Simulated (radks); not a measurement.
The numbers below are computed, except where a source is named.
Ionisation of the thallium ion Tl2+, [Xe] 4f14 5d10 6s1, to [Xe] 4f14 5d10 as the strength of local exchange is varied. Level of theory: scalar-relativistic Kohn-Sham, Slater X-alpha exchange (alpha = 2/3 is LDA exchange), no correlation, spin-polarised, spherical densities, finite nucleus; open shells are filled with parallel spins first (spin-orbit coupling, left out, can overturn this in heavy ions); Fermi nuclear charge, rms radius 5.4759 fm (a radial shooting solver on a logarithmic mesh with Libxc functionals).

alpha = 0.572: E(Tl2+) (hartree) -20169.2431; exchange (hartree) -306.6608; IE (eV) 28.456; -e of the level emptied (eV) 23.911 (6s); <r> of it (bohr) 2.322
alpha = 0.592: E(Tl2+) (hartree) -20180.0322; exchange (hartree) -317.5601; IE (eV) 28.694; -e of the level emptied (eV) 24.152 (6s); <r> of it (bohr) 2.314
alpha = 0.667: E(Tl2+) (hartree) -20220.5450; exchange (hartree) -358.5386; IE (eV) 29.597; -e of the level emptied (eV) 25.065 (6s); <r> of it (bohr) 2.284
alpha = 0.803: E(Tl2+) (hartree) -20294.2239; exchange (hartree) -433.2736; IE (eV) 31.265; -e of the level emptied (eV) 26.759 (6s); <r> of it (bohr) 2.233
alpha = 0.901: E(Tl2+) (hartree) -20347.4883; exchange (hartree) -487.4678; IE (eV) 32.490; -e of the level emptied (eV) 28.009 (6s); <r> of it (bohr) 2.197
alpha = 1.012: E(Tl2+) (hartree) -20407.9924; exchange (hartree) -549.1955; IE (eV) 33.902; -e of the level emptied (eV) 29.456 (6s); <r> of it (bohr) 2.159
alpha = 1.03: E(Tl2+) (hartree) -20417.8213; exchange (hartree) -559.2399; IE (eV) 34.133; -e of the level emptied (eV) 29.694 (6s); <r> of it (bohr) 2.153

NIST Atomic Spectra Database: 29.852 eV (measured). The Delta-SCF value meets it near alpha = 0.69.
